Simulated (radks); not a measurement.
The numbers below are computed, except where a source is named.
Neutral erbium inside a hard spherical wall (all orbitals vanish at R), configuration held at [Xe] 4f12 6s2 and not refilled when levels cross. Level of theory: scalar-relativistic Kohn-Sham, LDA (Slater exchange, Perdew-Wang correlation), spin-polarised, spherical densities, finite nucleus; open shells are filled with parallel spins first (spin-orbit coupling, left out, can overturn this in heavy ions); Fermi nuclear charge, rms radius 5.2516 fm (a radial shooting solver on a logarithmic mesh with Libxc functionals). Eigenvalues in eV for spin up, with the zero of energy where the potential of the charges vanishes at infinity; a dash marks a level that is unbound or too diffuse for the functional's potential to be trusted. A positive occupied level is held by the wall or, in an anion where self-interaction has pushed it up, behind a barrier. The pressure on the wall is -dE/dV.

R (bohr)	E (hartree)	kinetic (hartree)	e(5s)	e(5p)	e(4f)	e(6s)	e(6p, empty)	e(5d, empty)	pressure (GPa)
free	-13076.8074	14171.024	-52.401	-26.816	-4.045	-4.012	-1.193	-1.137	0
20	-13076.8074	14171.024	-52.401	-26.816	-4.045	-4.012	-1.192	-1.137	< 0.0001
12	-13076.8071	14171.027	-52.376	-26.792	-4.021	-3.993	-1.103	-1.105	0.00424
10	-13076.8055	14171.042	-52.268	-26.685	-3.915	-3.906	-0.870	-0.991	0.0455
8	-13076.7935	14171.122	-51.818	-26.243	-3.474	-3.491	-0.029	-0.535	0.490
7	-13076.7711	14171.241	-51.271	-25.708	-2.933	-2.896	1.039	0.033	1.66
5	-13076.5486	14172.157	-48.579	-23.136	-0.188	1.389	7.855	3.173	25.1
4	-13076.0237	14174.147	-45.108	-19.861	3.607	9.481	19.473	7.814	138
2	-13057.4535	14237.782	4.377	36.015	58.884	177.16	213.79	84.572	24600
